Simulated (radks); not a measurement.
Question: These are the eigenvalues of the occupied orbitals of an atom or ion with whole-number occupations (eV). Method: non-relativistic Kohn-Sham, LDA (Slater exchange, Perdew-Wang correlation), spin-polarised, spherical densities, point nucleus; computed with a radial shooting solver on a logarithmic mesh with Libxc functionals.

| orbital | eigenvalue |
|---|---|
| 1s | -25618.89 |
| 2s | -3723.402 |
| 2p | -3473.129 |
| 3s | -690.6194 |
| 3p | -588.7840 |
| 3d | -399.6033 |
| 4s | -97.8491 |
| 4p | -65.1734 |
| 4d | -12.7994 |
| 5s | -5.5578 |

Which element is it, and in what charge state? The configuration may be excited. Open shells, if any, are filled with parallel spins first.

Answer: Z = 48, cadmium, charge 0: Cd in [Kr] 4d10 5s2. The list shows which subshells hold electrons but not how many an open one holds; the 1s level, -941.48 hartree, gives Z - s = 43.4 by -(Z - s)^2/2, which with screening narrows Z to a few neighbours, and the depths of the outer levels then fix element, charge and occupations together.
